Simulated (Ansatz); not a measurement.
Relative stability

The two ends of one reaction step of CH$_{6}$OZn, closed shell (PBE0-D4/def2-TZVP).

A:

```
9
angstrom
Zn 0.1674 -0.3619 0.4974
H -0.0824 -0.6545 -2.6969
C -0.3685 1.4457 0.8599
H 0.1471 -1.2299 -2.2756
O 0.6475 -2.0220 0.0572
H -1.3690 1.4737 1.2961
H -0.3807 2.0272 -0.0644
H 0.3232 1.9242 1.5560
H 0.9156 -2.6025 0.7704
```

B:

Zn1  (-0.162, 0.343, -1.025)
H2  (-0.065, -0.134, -2.506)
C3  (-0.324, 1.320, 0.663)
H4  (0.684, -2.386, -0.749)
O5  (0.244, -1.795, -0.132)
H6  (-1.092, 0.869, 1.298)
H7  (-0.591, 2.369, 0.514)
H8  (0.618, 1.300, 1.222)
H9  (0.689, -1.884, 0.714)
(Å)

Program: Ansatz 0.2.0. Basis: def2-TZVPP. Cores are frozen in the correlated methods. The 3s and 3p shells of Cu and Zn are frozen; filled d shells are correlated. B3LYP uses VWN-RPA correlation.

(1) Which structure is lower at CCSD(T), and by how much? (To be estimated.)

(2) Do the other methods give the same order? (Judge from chemistry; the calculation decides.)

T1 diagnostic: at most 0.016.

Results:

(1) Computed: A, by 1.08 kcal/mol (electronic energy, against the other). By their contacts, A is a complex of CH₄OZn ([CH3][Zn][OH]) + H₂ and B is a complex of CH₄Zn ([CH3][ZnH]) + H₂O.

(2) Computed: Not all: SPW92, B97M-V, PBE0-D4, r2SCAN0-D4, BHLYP-D4, wB97M-V, HF give the other order.

```
      method  E(B) − E(A) (kcal/mol)
       SPW92                   -1.56
      PBE-D4                    1.78
     BLYP-D4                    3.76
   r2SCAN-D4                    1.31
      B97M-V                   -1.26
     PBE0-D4                   -0.39
    B3LYP-D4                    1.66
  r2SCAN0-D4                   -0.49
    BHLYP-D4                   -0.53
CAM-B3LYP-D4                    0.70
     wB97X-V                    0.67
     wB97M-V                   -0.35
      B2PLYP                    2.56
    PBE-QIDH                    0.24
  RPA on PBE                    1.87
          HF                   -2.05
         MP2                    3.39
        CCSD                    0.41
     CCSD(T)                    1.08
```

Labels in which every atom is bracketed show which atoms are joined, not bond orders.

For scale, one of the runs: CCSD(T)/def2-TZVPP, 210 basis functions, launched by `ansatz run in.yaml --threads 4 --pin off --events-out ev --progress --plain --max-ram 9574MiB`. The run took 66 s on 4 CPU threads of an Arm Neoverse V1 (shared host), with 2.9 GiB of host memory at its peak.
